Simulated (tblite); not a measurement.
Species: C5H7N2Si (doublet state).
SMILES with atom numbers: `[SiH2:1][CH2:2][c:3]1[n:4][cH:5][cH:6][cH:7][n:8]1` (hydrogens: H9, H10 on Si1; H11, H12 on C2; H13 on C5; H14 on C6; H15 on C7)

Structure optimised with GFN2-xTB, isolated species. This method treats the open shell by occupation alone, without spin polarisation.

Question: What internal coordinates does the optimisation give?

Answer: 
```json
{"bond": "Si1–C2", "length (Å)": "1.908", "order": "single"}
{"bond": "C2–C3", "length (Å)": "1.473", "order": "single"}
{"bond": "C3–N4, C3–N8", "length (Å)": "1.336", "order": "aromatic"}
{"bond": "N4–C5, C7–N8", "length (Å)": "1.318", "order": "aromatic"}
{"bond": "C5–C6, C6–C7", "length (Å)": "1.389", "order": "aromatic"}
{"bond": "Si1–H9, Si1–H10", "length (Å)": "1.457", "order": "single"}
{"bond": "C2–H11, C2–H12", "length (Å)": "1.087", "order": "single"}
{"bond": "C5–H13, C7–H15", "length (Å)": "1.083", "order": "single"}
{"bond": "C6–H14", "length (Å)": "1.077", "order": "single"}
```

Bonds in one row agree within 0.01 Å and their mean is given. Orders are formal, as drawn. A selection of angles:
```json
{"angle": "Si1–C2–C3", "degrees": "101.7"}
{"angle": "C2–C3–N4", "degrees": "117.5"}
{"angle": "N4–C3–N8", "degrees": "124.8"}
{"angle": "C3–N4–C5", "degrees": "117.2"}
{"angle": "N4–C5–C6", "degrees": "122.5"}
{"angle": "C5–C6–C7", "degrees": "115.7"}
```

Torsions: Si1–C2–C3–N4 88° (synclinal).

C5 (carbon bonded to C, N and H) is planar (angles 122.5°, 121.8° and 115.7°, sum 360.0°, 0.00 Å off the plane of its three neighbours). Si1 (silicon bonded to C and 2 H) is pyramidal (angles 113.5°, 113.3° and 113.3°, sum 340.1°, 0.41 Å off the plane of its three neighbours). The 3 C–C bonds span 1.389 Å (C6–C7, aromatic) to 1.473 Å (C2–C3, drawn single), a spread of 0.084 Å. C3 (carbon bonded to C and 2 N) is planar (angles 124.8°, 117.6° and 117.5°, sum 359.9°, 0.03 Å off the plane of its three neighbours). The 6-membered ring C3–N4–C5–C6–C7–N8 has internal angles of 115.7° to 124.8° (sum 720°, against 720° for a flat polygon); it is planar, 0.01 Å rms from its mean plane, widest ring torsion 2°. N4 (nitrogen bonded to 2 C) is bent (angle 117.2°). C6 (carbon bonded to 2 C and H) is planar (angles 122.2°, 122.2° and 115.7°, sum 360.0°, 0.00 Å off the plane of its three neighbours).

Point group: Cs (every atom within 0.08 Å of its image). Its GFN2-xTB frequencies are all real (lowest 50 cm⁻¹). Torsions: H–Si1–C2–C3 65° and -66°, Si1–C2–C3–N4 88°.

One conformer stands for the species.

The numbers are calculated, not measured.
